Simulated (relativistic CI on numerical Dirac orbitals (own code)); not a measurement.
Radial Dirac CI calculation of Er²⁶⁺: levels, rates and radial parameters.

Command:

```sh
python run_levels.py task.json out
```

Input:

```
atom Er  Z=68  charge=26  electrons=42
nucleus A=166  rms_radius_fm=5.2516
hamiltonian dirac-coulomb  breit=on  qed=on  c_scale=1
orbitals kli  potential=per-configuration
slater_scale 1
correlation none
mixing on
configurations
  [Kr] 4d6
  [Ar] 3d10 4s2 4p5 4d7
  [Kr] 4d5 4f
  [Ar] 3d10 4s2 4p4 4d8
  [Kr] 4d4 4f2
  [Ar] 3d10 4s 4p6 4d7
  [Ar] 3d10 4s2 4p5 4d6 4f
  [Ar] 3d10 4p6 4d8
  [Ar] 3d10 4s 4p6 4d6 4f
  [Kr] 4d5 5s
end
```

Hardware: one thread of Neoverse-V2, on a shared host. Rates were computed among at most 500 levels.

**Question.** How large is the problem, and how long does it take?

**Answer.** 5488 determinants at the lowest M give 5488 levels; 72 SCF iterations in all; about 6.8 s of CPU and 0.27 GiB at the peak.
